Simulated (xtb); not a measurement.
ClLi, singlet, from a rough starting geometry (GFN-xTB shapes and energies of metal compounds can be far from the true ones); GFN2-xTB run with xtb 6.7.1.

Input for xtb:
```
$ xtb mol.xyz --gfn 2 --opt vtight --json

# file mol.xyz
2

Li    -0.61842679    -0.56680352    -0.59854936
Cl     0.55967766     0.52394238     0.57216889
```

Problem. What does xtb print? Leave out banner, timings and long lists.

Solution. 
```
   ID    Z sym.   atoms
    1    3 Li     1
    2   17 Cl     2

           -------------------------------------------------
          |                Calculation Setup                |
           -------------------------------------------------

           -------------------------------------------------
          |                 G F N 2 - x T B                 |
           -------------------------------------------------

          ...................................................
          :                      SETUP                      :
          :.................................................:
          :  # basis functions                  14          :
          :  # atomic orbitals                  13          :
          :  # shells                            5          :
          :  # electrons                         8          :
          :  max. iterations                   250          :
          :  Hamiltonian                  GFN2-xTB          :
          :  restarted?                      false          :
          :  GBSA solvation                  false          :
          :  PC potential                    false          :
          :  electronic temp.          300.0000000     K    :
          :  accuracy                    1.0000000          :
          :  -> integral cutoff          0.2500000E+02      :
          :  -> integral neglect         0.1000000E-07      :
          :  -> SCF convergence          0.1000000E-05 Eh   :
          :  -> wf. convergence          0.1000000E-03 e    :
          :  Broyden damping             0.4000000          :
          :  net charge                          0          :
          :  unpaired electrons                  0          :
          ...................................................

 iter      E             dE          RMSdq      gap      omega  full diag
   1     -4.8850296 -0.488503E+01  0.531E+00    4.60       0.0  T
   2     -4.8873912 -0.236158E-02  0.327E+00    4.08       1.0  T
   3     -4.8877063 -0.315043E-03  0.775E-01    3.62       1.0  T
   4     -4.8878895 -0.183280E-03  0.430E-01    4.02       1.0  T
   5     -4.8879869 -0.973435E-04  0.987E-02    3.87       1.0  T
   6     -4.8879904 -0.350658E-05  0.567E-02    3.87       1.2  T
   7     -4.8879929 -0.250304E-05  0.287E-02    3.86       2.5  T
   8     -4.8879931 -0.168948E-06  0.857E-03    3.86       8.2  T
   9     -4.8879931 -0.417498E-07  0.171E-03    3.87      41.4  T
  10     -4.8879931 -0.172009E-08  0.196E-05    3.87    3599.4  T
  11     -4.8879931 -0.301981E-12  0.362E-06    3.87   19539.1  T

   *** convergence criteria satisfied after 11 iterations ***

         :::::::::::::::::::::::::::::::::::::::::::::::::::::
         ::                     SUMMARY                     ::
         :::::::::::::::::::::::::::::::::::::::::::::::::::::
         :: total energy              -4.877048362612 Eh    ::
         :: gradient norm              0.007061598149 Eh/a0 ::
         :: HOMO-LUMO gap              3.867021133052 eV    ::
         ::.................................................::
         :: SCC energy                -4.887993108795 Eh    ::
         :: -> isotropic ES            0.052568036106 Eh    ::
         :: -> anisotropic ES          0.002796338702 Eh    ::
         :: -> anisotropic XC         -0.001869929033 Eh    ::
         :: -> dispersion             -0.000316570763 Eh    ::
         :: repulsion energy           0.010944746183 Eh    ::
         :: add. restraining           0.000000000000 Eh    ::
         :: total charge               0.000000000000 e     ::
         :::::::::::::::::::::::::::::::::::::::::::::::::::::

      -----------------------------------------------------------
     |                   =====================                   |
     |                        A N C O P T                        |
     |                   =====================                   |
[...]
 * total energy  :    -4.8770484 Eh     change       -0.1332268E-13 Eh
 * total energy  :    -4.8771447 Eh     change       -0.9636590E-04 Eh
 * total energy  :    -4.8771952 Eh     change       -0.5043074E-04 Eh
 * total energy  :    -4.8771954 Eh     change       -0.2207347E-06 Eh
 * total energy  :    -4.8771955 Eh     change       -0.1026639E-06 Eh
 * total energy  :    -4.8771955 Eh     change       -0.7691625E-12 Eh
   *** GEOMETRY OPTIMIZATION CONVERGED AFTER 6 ITERATIONS ***
         :: total energy              -4.877195482647 Eh    ::
[...]
         :: gradient norm              0.000000007011 Eh/a0 ::
         :: HOMO-LUMO gap              3.963350541420 eV    ::
         ::.................................................::
         :: SCC energy                -4.890032891981 Eh    ::
         :: -> isotropic ES            0.051967678956 Eh    ::
         :: -> anisotropic ES          0.002690594728 Eh    ::
         :: -> anisotropic XC         -0.001847320866 Eh    ::
         :: -> dispersion             -0.000316679987 Eh    ::
         :: repulsion energy           0.012837409334 Eh    ::
         :: add. restraining           0.000000000000 Eh    ::
         :: total charge               0.000000000000 e     ::
         :::::::::::::::::::::::::::::::::::::::::::::::::::::

           -------------------------------------------------
          |                Property Printout                |
           -------------------------------------------------

    * Orbital Energies and Occupations

         #    Occupation            Energy/Eh            Energy/eV
      -------------------------------------------------------------
         1        2.0000           -0.9970533             -27.1312
         2        2.0000           -0.3982393             -10.8366
         3        2.0000           -0.3922073             -10.6725
         4        2.0000           -0.3922073             -10.6725 (HOMO)
         5                         -0.2465569              -6.7092 (LUMO)
         6                         -0.0840606              -2.2874
         7                         -0.0840606              -2.2874
         8                          0.0915857               2.4922
         9                          0.0929413               2.5291
        10                          0.0929413               2.5291
        11                          0.0931895               2.5358
        12                          0.0931895               2.5358
        13                          0.3184976               8.6668
      -------------------------------------------------------------
                  HL-Gap            0.1456505 Eh            3.9634 eV
             Fermi-level           -0.3193821 Eh           -8.6908 eV

     #   Z          covCN         q      C6AA      α(0)
     1   3 Li       0.694     0.577    50.233    23.734
     2  17 Cl       0.694    -0.577   118.133    16.623

 Mol. C6AA /au·bohr⁶  :        276.354666
 Mol. C8AA /au·bohr⁸  :      14791.285908
 Mol. α(0) /au        :         40.356832

Wiberg/Mayer (AO) data.
largest (>0.10) Wiberg bond orders for each atom

 ---------------------------------------------------------------------------
     #   Z sym  total        # sym  WBO       # sym  WBO       # sym  WBO
 ---------------------------------------------------------------------------
     1   3 Li   0.793 --     2 Cl   0.793
     2  17 Cl   0.793 --     1 Li   0.793
 ---------------------------------------------------------------------------

Topologies differ in total number of bonds
Writing topology from bond orders to xtbtopo.mol

molecular dipole:
                 x           y           z       tot (Debye)
 q only:       -1.265      -1.171      -1.257
   full:       -1.442      -1.335      -1.433       6.183
molecular quadrupole (traceless):
                xx          xy          yy          xz          yz          zz
 q only:        0.062       0.174      -0.007       0.152       0.120      -0.055
  q+dip:        0.136       1.368      -0.123       1.428       1.299      -0.013
   full:        0.125       1.168      -0.103       1.214       1.100      -0.022

optimized geometry written to: xtbopt.xyz

           -------------------------------------------------
          | TOTAL ENERGY               -4.877195482647 Eh   |
          | GRADIENT NORM               0.000000007011 Eh/α |
          | HOMO-LUMO GAP               3.963350541420 eV   |
           -------------------------------------------------
```
